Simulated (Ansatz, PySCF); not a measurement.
Input for Ansatz (a first-principles code):
Ansatz 0.2 input:
```yaml
crystal:
  periodic: [false, false, false]
  atoms:
    - {symbol: Bi, position_ang: [0.21401065, 0.09550529, 0.08737795]}
    - {symbol: F, position_ang: [-1.10376564, 0.60339354, -1.25736162]}
    - {symbol: F, position_ang: [-0.86988811, -1.48416454, 0.45154277]}
basis:
  gaussian:
    orbitals: def2-SVPD
hamiltonian:
  xc: pbe0
total_charge: 1
accuracy: high
```

Task: Give the equivalent PySCF input.

Result: One answer among several that fit: 
```python
from pyscf import gto, scf, dft

mol = gto.M(
    atom='''
Bi    0.214011    0.095505    0.087378
F    -1.103766    0.603394   -1.257362
F    -0.869888   -1.484165    0.451543
''',
    basis='def2-svpd',
    ecp={'Bi': 'def2-svpd'},
    charge=1,
    spin=0,
    verbose=4,
)

mf = dft.RKS(mol)
mf.xc = 'pbe0'
mf.grids.atom_grid = (99, 590)
mf.grids.prune = None
mf.kernel()
```

Both were run: Ansatz gave -413.700502 Eh and PySCF -413.700519 Eh, 0.017 mEh apart.
